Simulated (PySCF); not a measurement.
**Unknown compound**

Molecular formula: C$_{4}$H$_{6}$FNSi. Simulated spectra:

1H NMR (500 MHz, computed): δ 7.24 (m, 1H), 4.89 (s, 2H), 2.01 (s, 3H).

13C{1H} NMR (computed): δ 166.3 (CH), 123.1 (C), 111.5 (C), 16.9 (CH3).

- σ from GIAO-PBE0/pcSseg-1
- coordinates at the GFN2-xTB level
- run in PySCF 2.14
- no solvent model, one conformer, fast rotation and ring inversion assumed for equivalent nuclei, non-relativistic Hamiltonian

Chemical shifts δ = σref − σ; 1H (31.72 ppm), 13C (186.93 ppm) against TMS, all at this level.

Q: Which candidate is it?
A. C/C(=C\F)[SiH2]C#N
B. C/C(=C/F)[SiH2]C#N
C. N#CC/C(F)=C/[SiH3]

A: B. 

- Rings plus π bonds: 3 (no ring in the answer).
- 4 carbon signals for 4 carbons: no two carbons are equivalent.
- Carbon types of the structure: 2 × C, 1 × CH, 1 × CH3, leaving 2 H on heteroatoms.
- δC 166.3: alkene CH.
- δC 123.1: nitrile carbon; C≡N carbons fall here, among the sp2 signals but without a proton.
- δC 111.5: fully substituted alkene carbon; an sp2 carbon of a C=C bond.
- δH 7.24: hydrogen on an alkene CH; attached to an sp2 carbon and in the plane of the double bond.
- δH 2.01: hydrogen on an allylic methyl carbon; allylic position.

The others: N#CC/C(F)=C/[SiH3] has carbons computed at 173.2, 119.5, 101.9, 24.1, with a different DEPT pattern; C/C(=C\F)[SiH2]C#N has carbons computed at 163.5, 122.8, 112.9, 12.9.

Splittings by 19F in the carbon and heteronuclear signals aren't shown, as no couplings were computed. Shifts are as computed. Against solution values, carbons near 30 ppm lie about +3 ppm off and those near 130 ppm about +5 ppm. Of 1309 compounds with measured shifts, 239 miss one by over three times the rms of a fit or turn the order of signals round; such compounds aren't used in these exercises. No couplings were computed; multiplicities are counted from neighbouring protons, with m where these are inequivalent, close in shift, in a saturated or five-membered ring or joined by F or P, and br s for small geminal =CH2 splittings.
